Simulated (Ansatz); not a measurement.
One change: `CC(C)(C)[O][AlH2]` becomes `CC(C)(C)O[Si]O`.

Ansatz, PBE0-D4/def2-TZVP geometries, multiplicity 1. Each molecule was computed in one conformer, which needn't be the lowest.

| property | `CC(C)(C)[O][AlH2]` |
| --- | --- |
| LUMO energy (ωB97M-V/def2-TZVPP) / eV | 0.67 |
| HOMO energy (PBE0/def2-TZVPP) / eV | -7.81 |
| HOMO–LUMO gap (PBE0/def2-TZVPP) / eV | 6.90 |
| HOMO energy (ωB97M-V/def2-TZVPP) / eV | -10.10 |
| HOMO energy (PBE/def2-TZVPP) / eV | -6.41 |
| HOMO–LUMO gap (PBE/def2-TZVPP) / eV | 4.73 |

Q: What does the change do to each property? (Best estimate.)

A: The calculation gave: 
| property | `CC(C)(C)O[Si]O` | shift |
| --- | --- | --- |
| LUMO energy (ωB97M-V/def2-TZVPP) / eV | 1.01 | 0.34 |
| HOMO energy (PBE0/def2-TZVPP) / eV | -6.75 | 1.06 |
| HOMO–LUMO gap (PBE0/def2-TZVPP) / eV | 5.82 | -1.08 |
| HOMO energy (ωB97M-V/def2-TZVPP) / eV | -8.93 | 1.17 |
| HOMO energy (PBE/def2-TZVPP) / eV | -5.61 | 0.80 |
| HOMO–LUMO gap (PBE/def2-TZVPP) / eV | 3.87 | -0.86 |
